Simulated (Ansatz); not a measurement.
Two structures of AlN₂H₇S, singlet, reached by relaxing down either side of one saddle point (PBE0-D4/def2-TZVP). Energies are electronic, without zero-point energy. Program: Ansatz 0.2.0. Basis: def2-TZVPP and def2-QZVPP. Cores are frozen in the correlated methods. Extrapolation: Hartree–Fock as exp(−7.88 √X), correlation as X^−2.97. First:

```
atom    x (Å)    y (Å)    z (Å)
 Al1   0.4844  -0.1071   0.2312
  S2   1.5187   1.8116  -0.0030
  N3   0.9685  -1.4282  -0.8318
  N4  -0.7576  -0.3191   1.4677
  H5  -1.3312   1.3885  -1.7116
  H6  -1.8385   0.8408  -1.6646
  H7   1.0394   2.2930   1.1563
  H8   1.7561  -1.3904  -1.4569
  H9   0.4998  -2.3145  -0.9145
 H10  -1.1621   0.4247   2.0107
 H11  -1.1776  -1.1992   1.7167
```

Second:

```csv
atom,x (Å),y (Å),z (Å)
Al1,-0.5456,-0.3228,-0.4612
S2,0.9616,1.8908,-0.5783
N3,0.8198,-1.4217,-0.8244
N4,-1.0882,-0.2479,1.2418
H5,0.1345,2.7485,0.0427
H6,-1.5422,0.1655,-1.5989
H7,1.5726,1.5545,0.5681
H8,1.1189,-1.6588,-1.7559
H9,1.2214,-2.0680,-0.1653
H10,-1.9931,0.0947,1.5193
H11,-0.6598,-0.7346,2.0119
```

Q: Which bonds change from the first to the second?

A: AlN₂H₅S ([NH2][Al]([NH2])[SH]) + H₂ → AlN₂H₅ ([NH2][AlH][NH2]) + H₂S (still joined by a long Al–S bond); bonds formed: Al1–H6, S2–H5; bonds broken: H5–H6; bonds weakened to dative contacts: Al1–S2.

Q: Give the saddle point's structure and its height above each. (An estimate is asked for; the value comes from the calculation.)

A: By the calculation: 1.438 eV above the first and 0.695 eV above the second (CCSD(T) at an estimated basis limit (MP2 extrapolated from triple and quadruple zeta, plus CCSD(T) − MP2 in triple zeta)).
```xyz
11
angstrom
Al -0.1536 -0.1753 -0.1463
S 1.2608 1.8151 -0.3674
N 0.8063 -1.4467 -0.9225
N -0.9866 -0.3740 1.4036
H -0.1652 1.5444 -0.9372
H -1.1324 0.8491 -1.0912
H 0.7261 2.3322 0.7515
H 1.6837 -1.2940 -1.3904
H 0.4680 -2.3753 -1.1135
H -1.8433 0.0869 1.6598
H -0.6639 -0.9624 2.1537
```

No T1 diagnostic of these runs exceeds 0.012.

Labels in which every atom is bracketed show which atoms are joined, not bond orders.

For scale, one of the runs: CCSD(T)/def2-TZVPP, 244 basis functions, launched by `ansatz run in.yaml --threads 4 --pin off --events-out ev --progress --plain --max-ram 9574MiB`. Time: 99 s of wall clock on 4 CPU threads of an Arm Neoverse V1; the host was shared. Peak host memory: 4.6 GiB.
